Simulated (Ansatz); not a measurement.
`C[CH2][Ga@-]1([F])[Br+][Ga@@-]([F])([CH2]C)[Br+]1`, relaxed with RKS PBE0-D4/def2-TZVP in Ansatz from a GFN2-xTB geometry. The force threshold is 0.005 eV/Å; the program also tests the step.

Charge 0, multiplicity 1.

Start:

```xyz
20

C    -0.723    2.256    2.964
C     0.532    2.139    2.104
Ga    0.505    0.407    1.004
F     0.380   -1.281    1.523
Br    2.206    0.355   -0.881
Ga    0.044    0.046   -2.335
F     0.092    1.507   -3.326
C    -0.073   -1.970   -2.735
C    -0.013   -2.772   -1.439
Br   -1.617    0.665   -0.520
H    -1.625    2.202    2.350
H    -0.764    1.453    3.700
H    -0.724    3.209    3.493
H     0.586    2.963    1.385
H     1.433    2.171    2.721
H    -1.006   -2.165   -3.272
H     0.758   -2.232   -3.397
H    -0.085   -3.836   -1.660
H     0.928   -2.604   -0.909
H    -0.837   -2.514   -0.770
```

(1) By how much does the energy fall, and how many steps does the optimiser take? (Estimate.)

(2) Which bonds change most? (Estimate.)

(3) Give the relaxed structure. (Estimate.)

## Answers

(1) Computed: 0.28 eV, in 18 steps.

(2) Ansatz gave: Ga3–Br10 from 2.625 to 2.494 Å; Br5–Ga6 from 2.624 to 2.506 Å; Ga6–C8 from 2.058 to 1.955 Å; C2–Ga3 from 2.052 to 1.955 Å.

(3) Computed: 
```xyz
20

C    -0.725    2.359    2.977
C     0.530    2.115    2.148
Ga    0.415    0.512    1.034
F     0.419   -1.156    1.592
Br    2.035    0.455   -0.851
Ga    0.043   -0.047   -2.287
F    -0.025    1.331   -3.370
C    -0.059   -1.947   -2.736
C     0.033   -2.865   -1.526
Br   -1.570    0.565   -0.475
H    -1.609    2.480    2.346
H    -0.922    1.536    3.667
H    -0.626    3.270    3.574
H     0.732    2.953    1.475
H     1.411    1.997    2.786
H    -0.999   -2.088   -3.277
H     0.748   -2.141   -3.449
H    -0.029   -3.914   -1.831
H     0.971   -2.734   -0.984
H    -0.773   -2.682   -0.813
```
